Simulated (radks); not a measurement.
Neutral tin inside a hard spherical wall (all orbitals vanish at R), configuration held at [Kr] 4d10 5s2 5p2 and not refilled when levels cross. Method: scalar-relativistic Kohn-Sham, r2SCAN, spin-polarised, spherical densities, finite nucleus; open shells are filled with parallel spins first (spin-orbit coupling, left out, can overturn this in heavy ions); meta-GGA in the generalised Kohn-Sham scheme; Fermi nuclear charge, rms radius 4.6519 fm; computed with a radial shooting solver on a logarithmic mesh with Libxc functionals. Eigenvalues in eV for spin up, with the zero of energy where the potential of the charges vanishes at infinity; a dash marks a level that is unbound or too diffuse for the functional's potential to be trusted. A positive occupied level is held by the wall or, in an anion where self-interaction has pushed it up, behind a barrier. The pressure on the wall is -dE/dV.

R (bohr)  E (hartree)  kinetic (hartree)    e(4p)    e(4d)    e(5s)   e(5p)  e(6s, empty)  e(5d, empty)  pressure (GPa)
free      -6177.91379           6450.201  -92.125  -26.491  -11.492  -4.398             -             -               0
8         -6177.90958           6450.234  -91.876  -26.247  -11.317  -4.196         2.654         3.304           0.177
5         -6177.77001           6450.954  -89.056  -23.524   -9.233  -1.238        16.754        10.508            16.9
4         -6177.38907           6452.544  -85.276  -19.950   -5.511   4.034        36.592        20.197             105
3.5       -6176.85330           6454.612  -81.720  -16.618   -1.071  10.045        56.902        30.092             299
2.5       -6172.41572           6470.824  -64.455    0.218   29.118  47.704        163.74        82.552            3900
1.5       -6123.03201           6629.702   26.032   101.35   271.87  312.72        738.25        371.96          161000
